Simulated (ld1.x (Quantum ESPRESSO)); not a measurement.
Before and after: TM potential for chlorine

```json
{
  "Element": "chlorine (Cl)",
  "Generator": "ld1.x (Quantum ESPRESSO) 7.5",
  "Type": "norm-conserving Troullier–Martins (Kleinman–Bylander form)",
  "Functional": "LDA (PZ)",
  "Relativity": "scalar-relativistic",
  "Frozen core": "[Ne]",
  "Valence charge": "7",
  "Reference configuration": "3s2 3p5",
  "Partial waves": "3p (bound): rc 1.35 bohr; 3s (bound): rc 1.35 bohr",
  "Local potential": "the s channel",
  "Core correction": "a·sin(br)/r model core inside 1.00 bohr"
}
```

Change: wave 3s (bound): rc 1.35 bohr becomes 3s (bound): rc 1.16 bohr.

Cutoffs: the cutoffs (Ry, on a coarse ladder) from which the occupation-weighted sum of valence levels, in a spherical-Bessel basis at the reference potential, stays within 10 and 1 mRy of its value at 400 Ry; they do not see the model core or the augmentation charge, which bear on the density cutoff. Errors are all-electron minus pseudo energies relative to the spin-unpolarised reference configuration.

Problem. What does the change do?

Solution. The potential gets harder (50 Ry and 80 Ry → 50 Ry and 100 Ry); the errors of the 9 common tests hardly move; neither file shows a bound ghost. A smaller radius makes the pseudo-wave follow the all-electron one further in, where it bends more sharply, so more plane waves are needed.

| quantity | base | changed |
| --- | --- | --- |
| cutoff, loose | 50 Ry | 50 Ry |
| cutoff, tight | 80 Ry | 100 Ry |
| bound ghosts | none | none |
| error for 3s2 3p4, meV [ΔE 13.97 eV] | +3.3 | +3.4 |
| error for 3s2 3p3, meV [ΔE 39.50 eV] | +26 | +27 |
| error for 3s2 3p2, meV [ΔE 77.89 eV] | +92 | +93 |
| error for 3s1 3p6, meV [ΔE 12.05 eV] | +0.5 | +0.5 |
| error for 3s2 3p4.5, meV [ΔE 5.63 eV] | +0.3 | +0.3 |
| error for 3s2 3p1, meV [ΔE 130.27 eV] | +234 | +237 |
| error for 3s1 3p5, meV [ΔE 26.57 eV] | +5.9 | +5.9 |
| error for 3s2 3p5 (spin-polarised), meV [ΔE -0.19 eV] | +6.6 | +6.6 |
| error for 3s2 3p4 (spin-polarised), meV [ΔE 13.09 eV] | +37 | +37 |
| s: phases at 1.51 bohr within 0.05 rad from the reference energy up to (Ry; the scan ends near 5) | to the end of the scan | to the end of the scan |
| p: phases at 1.51 bohr within 0.05 rad from the reference energy up to (Ry; the scan ends near 5) | to the end of the scan | to the end of the scan |
